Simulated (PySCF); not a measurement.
A calculated (r2SCAN, PySCF 2.14, aug-cc-pVTZ-DK, scalar relativity by spin-free X2C-1e) atom or ion has these occupied shells.

```tsv
shell	electrons	orbital energy (eV)	rms radius, mean of both spins (bohr)
1s α	1	-2107.2	0.120
1s β	1	-2106.9	0.120
2s α	1	-189.04	0.565
2s β	1	-188.84	0.565
2p α	3	-137.68	0.542
2p β	3	-137.30	0.542
3s α	1	-24.632	1.97
3s β	1	-22.026	1.97
3p α	2	-15.400	2.28
```

Problem. Name the element and its charge.

Solution. P⁺ (phosphorus, charge +1), in [Ne] 3s2 3p2, high-spin 3P determinant.
